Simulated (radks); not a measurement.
The numbers below are computed, except where a source is named.
Spherical jellium clusters: N electrons in a uniform positive sphere of charge N and radius rs N^(1/3), rs = 4.49 bohr. Level of theory: non-relativistic Kohn-Sham, PBEsol, spin-polarised, spherical densities (a radial shooting solver with Libxc functionals). Levels are named by radial order and angular momentum (1s, 1p, 1d, 2s, ...), and open shells are averaged over m.

N = 4, configuration 1s2 1p(up 2, down 0). This is the lowest configuration that the search found. Occupied levels:

level,occupation,eigenvalue (eV),<r> (bohr)
1s up,1,-3.8341,5.131
1s down,1,-3.3544,4.808
1p up,2,-2.4971,6.357

Energy (eV): total -6.28093, kinetic 6.0472, external -70.889, Hartree 34.526, exchange-correlation -12.617, background 36.651.
